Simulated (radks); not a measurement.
Q: The lithium ion Li+, [He]. Calculated with a radial shooting solver on a logarithmic mesh with Libxc functionals: non-relativistic Kohn-Sham, exchange-only LDA, spin-polarised, spherical densities, point nucleus. Every spin shell is full or empty, so the densities are truly spherical. Functionals are evaluated on that one density, not self-consistently. Rank these exchange functionals by their error against the exact value of the orbitals, and give that value: LDA, PBEsol, OPTX, WC, AM05, B86b, APBE, SCAN, TASK.

A: Exact: -1.61473 hartree. From best to worst, with 100 (|E| - |E exact|)/|E exact| (equal figures are ties): OPTX -0.08, APBE +0.25, TASK +0.38, SCAN +0.38, B86b -0.39, WC -3.41, PBEsol -5.77, AM05 -10.66, LDA -13.89.
